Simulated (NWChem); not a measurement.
# Si2H5O2F; SMILES O[SiH](O)[SiH2]F

```xyz
10

O      1.5119     1.2421    -0.4494
Si     0.1125     0.8645     0.3700
O     -1.1756     1.8147    -0.0843
Si    -0.5728    -1.2761    -0.2697
F      0.5433    -2.3505     0.2538
H      2.1855     1.7356     0.0265
H      0.3857     1.0150     1.8376
H     -1.1479     2.7548     0.1184
H     -0.6793    -1.3994    -1.7529
H     -1.8797    -1.6450     0.3504
```
Atoms are numbered in this order, from 1.

Results from NWChem. Medium grid unless said otherwise, to which SCAN and Minnesota functionals are sensitive. Structure relaxed at the PBE0/def2-SVP level.

For level PBE/def2-SVP:

```yaml
highest occupied level (eV): -6.59
orbital gap (eV): 5.52
dipole (D): 3.18
```

Problem. How do the values read with level r2SCAN/def2-SVP instead?

Solution. The highest occupied level (eV) comes out as -6.97 and the orbital gap (eV) is 6.16. The dipole (D) is 3.28.
